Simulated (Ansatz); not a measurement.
Geometry optimisation, Ansatz, RKS BHLYP-D4/def2-mTZVP.

Input file:

```yaml
crystal:
  periodic: [false, false, false]
  atoms:
    - { symbol: Sn, position_ang: [-0.010301, -0.078617, 0.449274] }
    - { symbol: H, position_ang: [0.396862, -0.036729, 2.104907] }
    - { symbol: O, position_ang: [1.924317, -0.274398, 0.453366] }
    - { symbol: H, position_ang: [2.426848, -0.373922, -0.354212] }
    - { symbol: O, position_ang: [-0.693369, 1.458147, -0.517388] }
    - { symbol: H, position_ang: [-1.310604, 1.235718, -1.213047] }
    - { symbol: Cl, position_ang: [-1.133053, -1.8809, -0.508001] }
basis:
  gaussian: { orbitals: def2-mTZVP }
hamiltonian:
  xc: { name: BHLYP }
  dispersion: d4
relax:
  f_tol: 0.03
  max_steps: 50
```

Command:

```bash
$ ansatz run input.yaml --threads 4 --pin off --max-ram 5120MiB --backend cpu --events-out ev --progress --plain --runs-dir out
```

Where does it end, and by what steps?

The run converged. After 6 steps the energy has fallen by 0.545 eV; H2 moved furthest, 0.56 Å.

```csv
step,energy less start (eV),largest force component (eV/Å),accepted
0,0.0000,1.293,yes
1,-0.3228,0.701,yes
2,-0.4871,0.284,yes
3,-0.5390,0.247,yes
4,-0.5437,0.131,yes
5,-0.5421,0.118,no
6,-0.5447,0.015,yes
```

```xyz
7
Properties=species:S:1:pos:R:3
Sn 0.109 -0.099 0.562
H -0.145 0.025 2.219
O 2.017 -0.295 0.259
H 2.294 -0.320 -0.655
O -0.550 1.441 -0.430
H -1.134 1.231 -1.156
Cl -0.989 -1.933 -0.384
```

Whether the end is a true minimum wasn't checked by a vibrational analysis.

Time of the run: 14 s on 4 threads of Intel(R) Xeon(R) Platinum 8488C (Sapphire Rapids), on a shared host, peak memory 0.3 GiB.
